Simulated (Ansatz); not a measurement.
The cluster Ti₄, relaxed as a singlet with RKS PBE-D4/def2-SVP in Ansatz, starting from the GFN1-xTB geometry. Force threshold 0.02 eV/Å.

The restricted singlet is unstable towards broken spin symmetry at other levels; at PBE-D4/def2-SVP this wasn't settled. Another isomer (quintet) lies 3.10 eV lower at PBE0-D4/def2-TZVP; other spin states weren't run for this one.

Start:

```xyz
4

Ti   -1.450    1.084   -0.644
Ti   -1.006   -1.589   -0.387
Ti    1.009    1.588    0.379
Ti    1.446   -1.084    0.652
```

| step | energy (eV) | largest force component (eV/Å) | SCF passes |
| --- | --- | --- | --- |
| 1 | -92415.3651 | 2.338 | 177 |
| 2 | -92416.8792 | 1.077 | 37 |
| 3 | -92417.0335 | 0.668 | 35 |
| 4 | -92417.0849 | 0.018 | 28 |

Force components are those of the run's own axes.

End:

Cartesian coordinates in Å:
```
Ti -1.244 0.927 -0.557
Ti -0.867 -1.361 -0.330
Ti 0.867 1.361 0.329
Ti 1.244 -0.927 0.557
```

By distances, no bond broke or formed, bridged metal pairs apart. The bond that changes most is Ti1–Ti4, from 3.84 to 3.30 Å (atoms count from 1). Metal–metal contacts that move far: Ti1–Ti4 3.84 to 3.30 Å, Ti2–Ti3 3.84 to 3.29 Å.

No frequencies were taken in this run, so the end may be a saddle point.

Hardware: 4 threads of Intel Xeon 6975P-C on a shared host. Wall time 5.5 s.
